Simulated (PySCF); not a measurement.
```xyz
10

S      3.4858     0.3023     0.2722
C      1.9948     0.0551    -0.1241
C      0.7271    -0.1380    -0.4210
C     -0.3853     0.2030     0.5317
S     -1.4509     1.5638    -0.0946
S     -1.2976    -1.2867     1.1048
H      0.4607    -0.5613    -1.3929
H      0.0355     0.6159     1.4593
H     -1.8542     0.9078    -1.2083
H     -1.7159    -1.6619    -0.1271
```

Charge 0, multiplicity 1.

### Question
Give the Mulliken and meta-Löwdin atomic charges from PBE-D3(BJ)/def2-TZVP in PySCF.

### Answer

| atom | Mulliken (e) | meta-Löwdin (e) |
|---|---|---|
| S1 | -0.08 | 0.08 |
| C2 | -0.04 | -0.05 |
| C3 | -0.07 | -0.23 |
| C4 | -0.02 | -0.18 |
| S5 | -0.16 | -0.06 |
| S6 | -0.16 | -0.06 |
| H7 | 0.14 | 0.15 |
| H8 | 0.13 | 0.16 |
| H9 | 0.14 | 0.09 |
| H10 | 0.14 | 0.09 |
